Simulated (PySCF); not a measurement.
## Core binding energy against partial charge

C6H9N2 (charge -1).
Cartesian coordinates in Å at the PBE0-D3(BJ)/def2-SVP level; atoms count from 1:
```xyz
17
C6H9N2 angstrom
C     -1.9637    0.8523   -0.3080
C     -1.5336   -0.6016   -0.4443
C     -0.3941   -0.9747    0.5134
C      0.9250   -0.3433    0.1895
C      2.1157   -0.9603   -0.1995
N      3.0695   -0.0159   -0.4225
C      2.4153    1.1245   -0.1605
N      1.1299    1.0058    0.2132
H     -1.0676    1.4929   -0.3538
H     -2.4407    1.0274    0.6725
H     -2.6844    1.1488   -1.0897
H     -2.4007   -1.2719   -0.2792
H     -1.1861   -0.7888   -1.4759
H     -0.2656   -2.0717    0.5089
H     -0.7124   -0.7079    1.5425
H      2.3152   -2.0314   -0.3210
H      2.9023    2.1050   -0.2430
```

Binding energies: PySCF, delta-SCF UKS SCAN, pcX-2 on the ionised atom, pcseg-1 elsewhere, spin-free X2C. Charges: PBE0/pcSseg-1 ground-state density, for the ionised atom.

```json
{"atom": "C5", "environment": "aromatic CH next to a ring nitrogen", "C 1s (eV)": "284.70", "Mulliken (e)": "-0.049", "IAO (e)": "-0.183", "Hirshfeld (e)": "-0.127", "ESP (e)": "-0.110"}
{"atom": "C4", "environment": "substituted aromatic carbon", "C 1s (eV)": "284.85", "Mulliken (e)": "-0.066", "IAO (e)": "-0.024", "Hirshfeld (e)": "-0.043", "ESP (e)": "+0.352"}
{"atom": "C7", "environment": "aromatic CH next to a ring nitrogen", "C 1s (eV)": "285.24", "Mulliken (e)": "+0.132", "IAO (e)": "-0.021", "Hirshfeld (e)": "-0.063", "ESP (e)": "+0.355"}
{"atom": "C3", "environment": "benzylic-type carbon", "C 1s (eV)": "286.24", "Mulliken (e)": "-0.134", "IAO (e)": "-0.246", "Hirshfeld (e)": "-0.084", "ESP (e)": "-0.515"}
{"atom": "C1", "environment": "methyl carbon", "C 1s (eV)": "286.46", "Mulliken (e)": "-0.285", "IAO (e)": "-0.416", "Hirshfeld (e)": "-0.134", "ESP (e)": "-0.243"}
{"atom": "C2", "environment": "chain CH2 carbon", "C 1s (eV)": "286.51", "Mulliken (e)": "-0.248", "IAO (e)": "-0.234", "Hirshfeld (e)": "-0.075", "ESP (e)": "+0.521"}
```

**Question.** How well does each charge scheme correlate with the binding energies over these sites?

**Answer.** Hirshfeld: r = -0.22, slope -5.0 eV per e; ESP: r = -0.23, slope -0.5 eV per e; IAO: r = -0.74, slope -4.1 eV per e; Mulliken: r = -0.74, slope -4.1 eV per e. On 6 points no scheme stands out.

**Question.** The point-charge model writes a binding energy as kq + V + constant, with V the potential of the other atoms' charges at the site. What does it give with the ESP charges?

**Answer.** V = Σ 14.40 eV Å × q/r over all other atoms: -6.47 eV at C5, -13.15 eV at C4, -14.28 eV at C7, +2.09 eV at C3, -0.49 eV at C1, -11.24 eV at C2. Fitting binding energy − V to q gives k = 15.3 eV per e and leaves an rms residual of 1.43 eV, against 0.74 eV for the fit on q alone. The model has no term for differences in relaxation between sites.

The species carries charge -1, so core ionisation leaves a neutral species. The basis sets have no added diffuse functions. Geometry: PBE0-D3(BJ)/def2-SVP, one conformer, isolated ion. The geometry's basis has no diffuse functions, a weakness for an anion.
